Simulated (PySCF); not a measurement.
NMR data simulated for an unnamed compound:

1H NMR (400 MHz, computed): δ 6.14 (m, 1H), 6.01 (m, 1H), 5.97 (m, 1H), 2.61 (m, 1H), 2.13 (m, 1H), 1.90 (s, 3H), 1.74 (m, 1H), 0.91 (d, 3H).

13C{1H} NMR (computed): δ 141.5 (C), 136.4 (CH), 130.5 (CH), 125.3 (CH), 38.2 (CH2), 31.4 (CH), 27.5 (CH3), 19.1 (CH3).

PySCF 2.14 calculation with shielding tensors at PBE0/pcSseg-1 (GIAO) and geometry: GFN2-xTB; one averaged value for each set of equivalent atoms, non-relativistic, one computed conformer, gas phase.

References, each an isolated molecule treated in the same way: 1H (σref 31.72) and 13C (σref 186.93) vs TMS.

Which of these does the molecule contain: a nitrile, a non-aromatic C=C double bond, a methoxy group, a Si–H bond?

## Answers


- A nitrile: no.
- A non-aromatic C=C double bond: yes.
- A methoxy group: no.
- A Si–H bond: no.

The data belong to `CC1=CC=C[C@@H](C)C1`, C₈H₁₂; they needn't prove each group on their own.

Carbon signals by region: 4 in the sp2 and nitrile region (100–160 ppm), 4 below 50 ppm.

Shifts are as computed. Against solution values, carbons near 30 ppm lie about +3 ppm off and those near 130 ppm about +5 ppm. Of 1211 compounds with measured shifts, 218 miss one by over three times the rms of a fit or turn the order of signals round; such compounds aren't used in these exercises. Multiplicities follow the n + 1 count of equivalent neighbours, as no J values were calculated; m marks all less simple cases, F and P coupling included.
